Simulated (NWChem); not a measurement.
# C2HF2, doublet; SMILES FC(F)=[CH]

All runs: NWChem. Spin-unrestricted. In the optimisation the excess spin sits in a' (Cs, its own frame). Structure relaxed at the PBE0/def2-SVP, spin-unrestricted level. No stability test was run on the SCF state. Principal shifts from the free-electron g value, in parts per thousand; spin-orbit coupling by linear response on scalar ZORA.

**Question.** Predict the results for B3LYP/x2c-SVPall, ZORA. Quantities: Δg1 (ppt); Δg2 (ppt); Δg3 (ppt); isotropic Δg (ppt).

**Answer.** 
```json
{
 "Δg1 (ppt)": "-0.34",
 "Δg2 (ppt)": "0.10",
 "Δg3 (ppt)": "0.69",
 "isotropic Δg (ppt)": "0.15"
}
```
